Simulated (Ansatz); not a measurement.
Geometry optimisation, Ansatz, RKS B3LYP/cc-pVDZ.

The input (input.yaml):

```yaml
crystal:
  periodic: [false, false, false]
  atoms:
    - { symbol: Si, position_ang: [-1.076178, 0.793918, 0.898792] }
    - { symbol: O, position_ang: [-0.275196, -0.53868, 1.637483] }
    - { symbol: Cl, position_ang: [-2.175147, 0.346505, -0.813294] }
    - { symbol: Cl, position_ang: [0.208936, 2.4026, 0.553459] }
    - { symbol: H, position_ang: [-2.067998, 1.224838, 1.904981] }
    - { symbol: H, position_ang: [0.298214, -1.284892, -0.437098] }
    - { symbol: C, position_ang: [0.94788, -0.698764, -1.079033] }
    - { symbol: H, position_ang: [0.604801, -0.728601, 1.281423] }
    - { symbol: H, position_ang: [0.393203, -0.41237, -1.98698] }
    - { symbol: H, position_ang: [1.325166, 0.210951, -0.589692] }
    - { symbol: H, position_ang: [1.81642, -1.315606, -1.369941] }
basis:
  gaussian: { orbitals: cc-pVDZ }
hamiltonian:
  xc: b3lyp
relax:
  f_tol: 0.03
  max_steps: 50
output:
  orbitals: {}
```

Launched with:

```bash
$ ansatz run input.yaml --threads 2 --pin off --max-ram 3072MiB --backend cpu --events-out ev --progress --plain --runs-dir out
```

Question: Where does it end, and by what steps?

Answer: The forces met the threshold. After 13 steps the energy has fallen by 0.436 eV; H6 moved furthest, 0.86 Å.

| step | energy less start (eV) | largest force component (eV/Å) | accepted |
| --- | --- | --- | --- |
| 0 | 0.0000 | 1.273 | yes |
| 1 | -0.2847 | 0.786 | yes |
| 2 | -0.3659 | 0.466 | yes |
| 3 | -0.3994 | 0.399 | yes |
| 4 | -0.4083 | 0.375 | yes |
| 5 | -0.4134 | 0.330 | yes |
| 6 | -0.4214 | 0.191 | yes |
| 7 | -0.4312 | 0.126 | yes |
| 8 | -0.4310 | 0.217 | no |
| 9 | -0.4335 | 0.093 | yes |
| 10 | -0.4338 | 0.134 | yes |
| 11 | -0.4343 | 0.108 | yes |
| 12 | -0.4357 | 0.035 | yes |
| 13 | -0.4359 | 0.008 | yes |

```xyz
11
Properties=species:S:1:pos:R:3
Si -1.405 1.099 1.218
O -0.403 -0.196 1.491
Cl -2.658 0.759 -0.415
Cl -0.312 2.829 0.809
H -2.211 1.292 2.439
H 0.868 -1.873 -0.694
C 1.355 -1.063 -1.260
H 0.191 -0.459 0.770
H 0.620 -0.580 -1.919
H 1.789 -0.315 -0.577
H 2.166 -1.494 -1.863
```

Run time: 46 s on 2 threads of Intel(R) Xeon(R) Platinum 8488C (Sapphire Rapids), with other jobs on the host, peak memory 0.31 GiB.
